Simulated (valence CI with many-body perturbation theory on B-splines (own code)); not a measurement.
Pb⁴³⁺: calculated level list

Level of theory: relativistic CI+MBPT: three valence electrons over a frozen Dirac-Fock core [Kr], a basis of 9 s, 9 p, 10 d, 8 f, 5 g, 3 h, 1 i functions for each j, with the one-electron correlation potential Σ1 (screened to all orders), the two-electron term Σ2, the three-electron term Σ3, Breit, model QED; selected single and double excitations, second order for the rest (own B-spline code, finite nucleus).

The last digits are not significant, and no measured levels were compared; by estimate large intervals hold to a few tenths of a per cent, small ones and those within an open d or f shell to about a per cent. Only levels of the ground parity were solved; by the run's estimate the other parity begins above the list, which can be wrong where configurations are misplaced.

Levels 1 to 19 of 19, with energies above the lowest level, (4d3/2^3) J=3/2. "Leading %" is the weight of the configuration and term that name the level; weights of strongly mixed levels are sums over their largest components and can fall short. In the jj column 3d3/2^4 stands for four electrons in 3d with j = 3/2. Lifetimes count E1, E2, E3, M1 and M2 decay at the calculated energies, and are blank where another channel may lead or the interval is too uncertain; long ones can be off by a factor of two.

```csv
No.,Configuration,Term,J,E (eV),Leading %,Lifetime,Leading jj
1,4d³,⁴F,3/2,0.00,44,,4d3/2^3 (98 %)
2,4d³,⁴F,5/2,28.19,82,3.61 μs,4d3/2^2 4d5/2 (99 %)
3,4d³,⁴P,3/2,30.80,39,4.54 μs,4d3/2^2 4d5/2 (99 %)
4,4d³,²G,7/2,32.89,49,1.26 ms,4d3/2^2 4d5/2 (97 %)
5,4d³,²H,9/2,33.02,47,,4d3/2^2 4d5/2 (99 %)
6,4d³,⁴P,1/2,33.23,58,12.0 μs,4d3/2^2 4d5/2 (100 %)
7,4d³,²D,5/2,43.32,44,34.5 μs,4d3/2^2 4d5/2 (96 %)
8,4d³,⁴F,7/2,60.45,67,1.99 μs,4d3/2 4d5/2^2 (99 %)
9,4d³,⁴F,9/2,62.69,50,3.41 μs,4d3/2 4d5/2^2 (98 %)
10,4d³,⁴P,3/2,64.58,40,1.70 μs,4d3/2 4d5/2^2 (99 %)
11,4d³,²P,1/2,65.93,58,2.59 μs,4d3/2 4d5/2^2 (100 %)
12,4d³,⁴P,5/2,66.41,41,3.20 μs,4d3/2 4d5/2^2 (96 %)
13,4d³,²H,11/2,67.02,100,8.46 μs,4d3/2 4d5/2^2 (100 %)
14,4d³,²D,5/2,70.42,44,5.29 μs,4d3/2 4d5/2^2 (98 %)
15,4d³,²F,7/2,70.76,78,6.59 μs,4d3/2 4d5/2^2 (99 %)
16,4d³,²D,3/2,79.44,79,3.30 μs,4d3/2 4d5/2^2 (96 %)
17,4d³,²G,9/2,94.81,50,1.68 μs,4d5/2^3 (99 %)
18,4d³,²D,3/2,100.63,42,1.60 μs,4d5/2^3 (97 %)
19,4d³,²D,5/2,105.26,60,1.32 μs,4d5/2^3 (97 %)
```

The ionisation energy to 4d² ³F2 of the next ion comes out as 2164.6 eV (NIST: 2163 ± 4 eV (theoretical)). All 19 levels together are meant to be complete up to 109.47 eV.
